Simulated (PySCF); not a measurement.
Species: C4H8F2Si.
SMILES with atom numbers: `[F:1][CH:2]([F:3])[C@@H:4]1[CH2:5][CH2:6][SiH2:7]1` (hydrogens: H8 on C2; H9 on C4; H10, H11 on C5; H12, H13 on C6; H14, H15 on Si7)

Structure used (PBE0-D3(BJ)/def2-SVP), in Å, numbered top down from 1:
```
atom  x, y, z in Å
F1     2.6683    0.9969    0.0452
C2     1.9029   -0.1179   -0.0425
F3     2.5355   -1.0986    0.6532
C4     0.5430    0.1392    0.5231
C5    -0.4987   -1.0042    0.4185
C6    -1.8126   -0.1880    0.3039
Si7   -0.7477    1.2403   -0.3411
H8     1.8756   -0.4318   -1.1027
H9     0.6670    0.4585    1.5721
H10   -0.3280   -1.5725   -0.5123
H11   -0.4625   -1.7306    1.2461
H12   -2.2210    0.0484    1.2996
H13   -2.6127   -0.6312   -0.3040
H14   -0.5813    1.2294   -1.8277
H15   -0.9681    2.6423    0.1240
```

Level of theory: core-valence-separated Tamm–Dancoff BHandHLYP/aug-pcX-1 (pcseg-1 on H, def2-SVPD on Si) in PySCF, non-relativistic, gas phase, PBE0-D3(BJ)/def2-SVP geometry.

Computed carbon K-edge spectrum, Gaussian lines of 0.5 eV full width, highest printed point 100; it ends one width below the last computed root. No empirical shift is added; at this level the pattern usually sits a few eV under experiment.

| photon energy (eV) | absorption |
| --- | --- |
| 284.4 | 0 |
| 284.5 | 1 |
| 284.6 | 3 |
| 284.7 | 7 |
| 284.8 | 13 |
| 284.9 | 21 |
| 285.0 | 30 |
| 285.1 | 41 |
| 285.2 | 53 |
| 285.3 | 66 |
| 285.4 | 79 |
| 285.5 | 90 |
| 285.6 | 98 |
| 285.7 | 99 |
| 285.8 | 96 |
| 285.9 | 91 |
| 286.0 | 91 |
| 286.1 | 96 |
| 286.2 | 100 |
| 286.3 | 96 |
| 286.4 | 80 |
| 286.5 | 58 |
| 286.6 | 38 |
| 286.7 | 24 |
| 286.8 | 17 |
| 286.9 | 15 |
| 287.0 | 16 |
| 287.1 | 18 |

Where are the maxima, and which lines make them up?

2 maxima:
- 285.7 eV: C6 (sp3 carbon bound to silicon), 285.76 eV, f = 0.024, 32 % of the height at the exact maximum; C4 (sp3 carbon bound to silicon), 285.71 eV, f = 0.021, 29 % of the height at the exact maximum; C6 (sp3 carbon bound to silicon), 285.52 eV, f = 0.022, 24 % of the height at the exact maximum
- 286.2 eV: C5 (four-membered-ring carbon), 286.29 eV, f = 0.020, 27 % of the height at the exact maximum; C5 (four-membered-ring carbon), 286.37 eV, f = 0.021, 22 % of the height at the exact maximum; C4 (sp3 carbon bound to silicon), 286.23 eV, f = 0.012, 17 % of the height at the exact maximum; C6 (sp3 carbon bound to silicon), 286.14 eV, f = 0.012, 16 % of the height at the exact maximum

Further lines of some strength in the range: C6, 285.00 eV, f = 0.012; C4, 285.31 eV, f = 0.024; C5, 286.02 eV, f = 0.012; C4, 286.77 eV, f = 0.002; C6, 286.80 eV, f = 0.003.

Roots within 0.03 eV on the same or equivalent atoms count as one line; shares under 12 % aren't listed.

Vibrational structure and lifetime widths aren't in the curve. The ionisation threshold wasn't computed; near and above it a finite basis only mimics Rydberg series and continuum.

One conformer stands for the species.
